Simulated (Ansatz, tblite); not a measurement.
Removing and adding an electron: Nb₃H₃Se₉. Total charge 0; singlet. Geometry: PBE-D4/def2-SVP. Ansatz, gas phase; energy differences of separate SCF runs; the oxidised species was run as a doublet alone; the reduced species was run as a doublet alone.

| atom | x (Å) | y (Å) | z (Å) |
| --- | --- | --- | --- |
| Nb1 | 0.1830 | 1.1744 | 1.1223 |
| Nb2 | -0.5045 | 0.4807 | -1.5771 |
| Nb3 | 0.6597 | -1.9835 | 0.3475 |
| Se4 | -0.4118 | 3.0378 | 2.6828 |
| Se5 | 2.0997 | -0.4743 | 1.6490 |
| Se6 | -1.1977 | -1.1097 | 1.8693 |
| Se7 | 1.4270 | 1.9065 | -0.9114 |
| Se8 | -2.0815 | 1.5599 | 0.0362 |
| Se9 | 1.0874 | -1.5042 | -2.0461 |
| Se10 | -1.7582 | -1.7615 | -0.4125 |
| Se11 | -1.2936 | 1.6863 | -3.6327 |
| Se12 | 1.5660 | -4.2303 | 0.9741 |
| H13 | 0.9616 | 2.8915 | 3.2711 |
| H14 | -1.6019 | 3.0463 | -3.1200 |
| H15 | 0.8649 | -4.7199 | -0.2528 |

In the def2 sets Nb takes a core potential; there is no spin–orbit coupling. The xTB rows come from tblite. Single mean-field runs in def2-TZVP are fitted with def2-universal-jkfit. HOMO above LUMO, or a gap near zero within one spin, warns that the state may not be the lowest or that an electron is smeared out.

```
              level  −HOMO (eV)  vertical IE (eV)  −LUMO (eV)  vertical EA (eV)  HOMO–LUMO gap (eV)  IE − EA (eV)                                                                              remarks
           GFN2-xTB       10.66             12.28       10.46              9.04                0.20          3.25                                                                                    –
   PBE-D4/def2-TZVP        5.32              7.10        4.35              2.66                0.97          4.45                                              restricted SCF unstable in HF (singlet)
  BLYP-D4/def2-TZVP        5.12              6.93        4.17              2.50                0.95          4.44  gap within one spin near zero (-1 doublet), restricted SCF unstable in HF (singlet)
r2SCAN-D4/def2-TZVP        5.56              7.22        4.42              2.78                1.13          4.44                                              restricted SCF unstable in HF (singlet)
```

Estimate the rows for GFN1-xTB, PBE0-D4/def2-TZVP, r2SCAN0-D4/def2-TZVP.


```
               level  −HOMO (eV)  vertical IE (eV)  −LUMO (eV)  vertical EA (eV)  HOMO–LUMO gap (eV)  IE − EA (eV)                                  remarks
            GFN1-xTB        9.83             11.71        9.36              7.51                0.46          4.20                                        –
   PBE0-D4/def2-TZVP        6.30              7.36        3.89              2.87                2.40          4.49  restricted SCF unstable in HF (singlet)
r2SCAN0-D4/def2-TZVP        6.47              7.43        3.94              2.98                2.53          4.45  restricted SCF unstable in HF (singlet)
```

Run but left out: PBE-QIDH/def2-TZVP (singlet: restricted singlet, unstable in another Hartree–Fock run and untested here).   Raw xTB energy differences between charge states are shifted by several eV; the methods need an empirical correction for them. Sets without diffuse functions give affinities that are too small.
